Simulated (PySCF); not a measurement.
C3H5ClGeO. Atoms are numbered in the order given.

```xyz
11

C     -2.4066    -0.2844    -0.6190
C     -1.3050    -0.0293     0.0909
Cl    -1.3468     1.1295     1.4235
Ge     0.4812    -0.7750    -0.2104
C      1.7399     0.7707    -0.5156
O      2.7788     0.6405    -1.1089
H     -3.3650     0.1971    -0.4032
H     -2.3674    -0.9987    -1.4463
H      0.4678    -1.7012    -1.4393
H      0.9329    -1.5329     1.0529
H      1.4271     1.7681    -0.0980
```
Charge 0, spin multiplicity 1.

Coordinates come from a B3LYP-D3(BJ)/def2-SVP optimisation. The structure was generated by enumeration, and PubChem lists no compound with its InChIKey, so it may never have been made. Other conformers were not sampled.

The numbers are results of ωB97X/def2-TZVP (PySCF), not measurements.

Gas-phase values at a fixed geometry.

Problem. Estimate the frontier levels, gap, dipole moment and polarisability. (An estimate is asked for; the answer gives what the named calculation found.)

Solution. 
| Item | Value |
|---|---|
| highest occupied level | -9.37 eV |
| lowest empty level | 0.62 eV |
| orbital gap | 9.99 eV |
| dipole moment | 2.39 D |
| quadrupole, principal values (traceless, Buckingham form, about the centre of nuclear charge) | -12.36, 3.76, 8.60 D·Å |
| mean static polarisability | 80.4 bohr³ (11.91 Å³) |
| polarisability, principal values | 62.1, 84.5, 94.4 bohr³ |
